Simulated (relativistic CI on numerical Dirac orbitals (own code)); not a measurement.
# V+: 3d valence photoemission

Computed with this model: Dirac-Coulomb-Breit CI, separate exchange-only KLI orbitals for each configuration, QED by a radiative potential, valence Slater integrals scaled by 0.7, multiplet model of photoemission in the sudden approximation; configurations [Ar] 3d4 → [Ar] 3d3; 300 K; Lorentzian 0.21 eV and Gaussian 0.5 eV FWHM. Energies are those of the free ion, without screening or charge transfer. The energies are binding energies and can lie tens of eV above those of solids. S is read from ⟨S²⟩ = S(S + 1).

Field parameters in Wybourne normalisation: Oh B⁴₀ = 21Dq, B⁴₄ = √(5/14) B⁴₀. The field is a parameter set, without covalency.

free ion: ground-state S = 2.00, centroid 13.39 eV. Peaks (eV, height): 13.0 (100), 14.3 (44).

Oh, 10Dq = 2400 cm⁻¹: ground-state S = 2.00, centroid 13.44 eV. Peaks (eV, height): 13.1 (100), 14.5 (46).

Oh, 10Dq = 6550 cm⁻¹: ground-state S = 2.00, centroid 13.52 eV. Peaks (eV, height): 12.6 (63), 13.4 (100), 14.9 (44).

Oh, 10Dq = 10750 cm⁻¹: ground-state S = 2.00, centroid 13.59 eV. Peaks (eV, height): 12.2 (65), 13.6 (100), 14.2 (78), 15.4 (26).

Oh, 10Dq = 14900 cm⁻¹: ground-state S = 1.01, centroid 13.49 eV. Peaks (eV, height): 12.2 (78), 13.7 (100), 14.4 (62).

Oh, 10Dq = 19100 cm⁻¹: ground-state S = 1.00, centroid 13.69 eV. Peaks (eV, height): 12.3 (79), 13.9 (100), 14.7 (62).

Strongest unbroadened transitions for free ion:

```
Energy (eV)  Relative strength
      12.97                0.2
      12.98                9.7
      12.99               33.5
      13.00              100.0
      13.01               24.5
      13.02               86.8
      13.03               97.2
      13.04               18.2
      13.05               32.3
      13.06                8.0
      14.25               27.4
      14.26               16.7
      14.27               37.3
      14.28               63.8
      14.29               20.2
      14.30               10.0
      14.68                0.1
      14.71                0.1
```
